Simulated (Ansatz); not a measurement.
Input and output for CH$_{7}$InO$_{3}$Si (`C[O][In]([OH])[O][SiH3]`).

```yaml
crystal:
  periodic: [false, false, false]
  atoms:
    - {symbol: C, position_ang: [0.056181, -1.545428, 1.500521]}
    - {symbol: O, position_ang: [1.335904, -1.167400, 1.045541]}
    - {symbol: In, position_ang: [1.540538, 0.214160, -0.332420]}
    - {symbol: O, position_ang: [3.252276, 0.820585, -1.067834]}
    - {symbol: O, position_ang: [-0.077814, 1.094759, -1.059738]}
    - {symbol: Si, position_ang: [-1.692353, 1.031448, -0.866177]}
    - {symbol: H, position_ang: [-0.510214, -0.707507, 1.926116]}
    - {symbol: H, position_ang: [0.191074, -2.290602, 2.290373]}
    - {symbol: H, position_ang: [-0.555588, -2.000805, 0.711877]}
    - {symbol: H, position_ang: [3.114270, 1.506688, -1.727201]}
    - {symbol: H, position_ang: [-2.225281, -0.333901, -1.147378]}
    - {symbol: H, position_ang: [-2.337806, 1.991245, -1.801064]}
    - {symbol: H, position_ang: [-2.091186, 1.386758, 0.527375]}
basis:
  gaussian: {orbitals: def2-TZVPP}
magnetization: {spin_polarized: true, initial_magnetization: 0}
hamiltonian: {xc: {name: LC-wPBE}}
output: {forces: true}
```

```sh
$ ansatz run in.yaml --threads 2 --pin off --events-out ev --progress --plain --max-ram 32768MiB --backend cpu
```

It prints (some lines left out):

```
Functional definition: LC-wPBE
1722 factors; their error is unknown
580 factors; integrals over basis functions are off by at most 2.8e-5 eV
mean field evaluation 1: about -20330.9601 eV, gradient 6.1e1 eV
mean field evaluation 2: about -20325.2601 eV, gradient 7.5e1 eV
mean field evaluation 4: about -20343.1602 eV, gradient 1.6e0 eV
mean field evaluation 8: about -20343.1669 eV, gradient 4.1e-2 eV
mean field evaluation 16: about -20343.1336 eV, gradient 1.4e-4 eV
mean field -20343.13356519 eV, -747.5963694494 hartree, gradient 5.1e-5 eV, S^2 0.000000; 0 other end points of the search recorded, 0 dependent functions left out
reference -20343.13356520 eV, -747.5963694498 hartree; 36, 36 occupied and 278, 278 virtual orbitals, 1722 factors
Total energy: -20343.13356520 eV, -747.5963694498 hartree
Atom 0 at     0.056181    -1.545428     1.500521 Å, force    -0.051442    -0.087182     0.090977 eV/Å
Atom 1 at     1.335904    -1.167400     1.045541 Å, force    -0.007120     0.265145    -0.264039 eV/Å
Atom 2 at     1.540538     0.214160    -0.332420 Å, force     0.018886    -0.028111     0.031240 eV/Å
Atom 3 at     3.252276     0.820585    -1.067834 Å, force    -0.324440     0.015202     0.011560 eV/Å
Atom 4 at    -0.077814     1.094759    -1.059738 Å, force     0.144423    -0.161024     0.144500 eV/Å
Atom 5 at    -1.692353     1.031448    -0.866177 Å, force    -0.050945     0.040215    -0.035331 eV/Å
Atom 6 at    -0.510214    -0.707507     1.926116 Å, force     0.064128    -0.050229    -0.032667 eV/Å
Atom 7 at     0.191074    -2.290602     2.290373 Å, force    -0.038263     0.059029    -0.062472 eV/Å
Atom 8 at    -0.555588    -2.000805     0.711877 Å, force     0.065826     0.032743     0.047586 eV/Å
Atom 9 at     3.114270     1.506688    -1.727201 Å, force     0.080272    -0.085413     0.076533 eV/Å
Atom 10 at    -2.225281    -0.333901    -1.147378 Å, force     0.036119     0.079983     0.013356 eV/Å
Atom 11 at    -2.337806     1.991245    -1.801064 Å, force     0.034203    -0.062351     0.062327 eV/Å
Atom 12 at    -2.091186     1.386758     0.527375 Å, force     0.028354    -0.018009    -0.083569 eV/Å
Dipole moment:    -0.140166     0.037101    -0.031506 e Å
```

It took 19 s on 2 threads of a server CPU on a shared host, with 0.94 GiB of host memory at the peak.
